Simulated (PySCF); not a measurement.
Fill in the blanks.

Species: C₃H₉N₃OSi₂.
SMILES with atom numbers: `[N:1]#[C:2][C@@H:3]1[O:4][CH2:5][SiH2:6][NH:7][Si@H:8]1[NH2:9]` (hydrogens: H10 on C3; H11, H12 on C5; H13, H14 on Si6; H15 on N7; H16 on Si8; H17, H18 on N9)

```csv
property,level,value
point group of the GFN2-xTB geometry,GFN2-xTB,C1
"rotational constants A, B, C of the GFN2-xTB geometry",GFN2-xTB,?
dipole moment,PBE0/pcSseg-1,?
HOMO energy,PBE0/pcSseg-1,?
LUMO energy,PBE0/pcSseg-1,?
13C chemical shifts (computed TMS as zero) by class,GIAO PBE0/pcSseg-1,?
1H chemical shifts (computed TMS as zero) by class,GIAO PBE0/pcSseg-1,?
"isotropic shieldings of nuclei other than C and H, by class",GIAO PBE0/pcSseg-1,?
```

Electronic properties: PySCF, gas phase, density fitting. NMR classes are plain means over equivalent atoms (diastereotopic ones count apart unless rotation or inversion swaps them), as if these changed places fast; in this geometry the members of some classes differ.

(1) Give the HOMO energy.

(2) What are the rotational constants A, B, C of the GFN2-xTB geometry?

(3) Give the isotropic shieldings of nuclei other than C and H, by class.

(4) Give the 13C chemical shifts (computed TMS as zero) by class.

(5) The LUMO energy?

(6) What is the dipole moment?

(7) The 1H chemical shifts (computed TMS as zero) by class?

Answers

(1) -7.15 eV.

(2) 1.307, 1.232, 0.878 GHz.

(3) -54 (N1), 232 (N9), 240 (N7), 352 (O4), 387 (Si8), 394 (Si6) ppm.

(4) 121.6 (C2), 57.4 (C3), 55.4 (C5) ppm.

(5) -0.34 eV.

(6) 4.43 D.

(7) 5.10 (H13), 4.87 (H14), 4.82 (H16), 4.40 (H11), 4.25 (H10), 3.86 (H12), 1.16 (H17/H18), 0.22 (H15) ppm.

With B = h/(8π²I), that is 505.379 GHz u Å² over I, the principal moments of inertia are 386.8, 410.1 and 575.8 u Å² (most abundant isotopes); the inertial defect Ic − Ia − Ib is -221.1 u Å² (zero for a rigid planar frame, negative otherwise). The rotational constants make it an asymmetric top with κ = (2B − A − C)/(A − C) = 0.65, nearer the oblate limit (+1). The dipole equals about 14.8 × 10⁻³⁰ C·m (1 D = 3.33564 × 10⁻³⁰ C·m). A dipole of 4.43 D is allowed in C1, and pure rotational transitions are dipole-allowed.

One conformer stands for the species.
